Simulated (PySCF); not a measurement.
An unknown gives this computed stick spectrum. Level of theory: TDDFT wB97X-D/def2-SVPD, vertical, gas phase, core orbitals frozen in the response (PySCF). Geometries: GFN2-xTB, one conformer each.

| state | E (eV) | f |
| --- | --- | --- |
| S1 | 5.02 | 0.028 |
| S2 | 5.54 | 0.028 |
| S3 | 6.35 | 0.049 |
| S4 | 6.56 | 0.051 |
| S5 | 7.09 | 0.117 |
| S6 | 7.22 | 0.155 |
| S7 | 7.38 | 0.013 |
| S8 | 7.48 | 0.159 |

Triplets computed (Tamm–Dancoff): 4.52, 5.11, 5.78 eV.

Question: Which candidate is it? All have the formula CH10FNSi3.
A. `C[Si@@]([SiH3])(N[SiH3])F`
B. `N[SiH2][SiH2][C@@H](F)[SiH3]`
C. `CN[Si](F)([SiH3])[SiH3]`

Answer: C. Its S1, at 5.02 eV, is the lowest among the candidates; the nearest of the others has S1 at 5.82 eV. S1 is HOMO→LUMO (95%). Löwdin shares by element: HOMO nitrogen 46%, silicon 23% or more, carbon 8% (atoms not listed hold the other 22%); LUMO silicon 71%, hydrogen 6% or more (atoms not listed hold the other 22%). At the same level the other candidates give, for their lowest levels:
- `C[Si@@](F)([SiH3])N[SiH3]`: 5.82 eV (f 0.011); 6.46 eV (f 0.014); 7.01 eV (f 0.057); 7.36 eV (f 0.026); 7.65 eV (f 0.008); T1 5.42 eV; HOMO -9.16, LUMO 1.25 eV
- `N[SiH2][SiH2][C@@H](F)[SiH3]`: 5.88 eV (f 0.005); 6.75 eV (f 0.053); 6.94 eV (f 0.034); 7.27 eV (f 0.068); 7.39 eV (f 0.054); T1 5.57 eV; HOMO -9.30, LUMO 1.15 eV

The values belong to the conformer `[CH3:1][NH:2][Si:3]([F:4])([SiH3:5])[SiH3:6]`: C1–N2–Si3–F4 -56°.
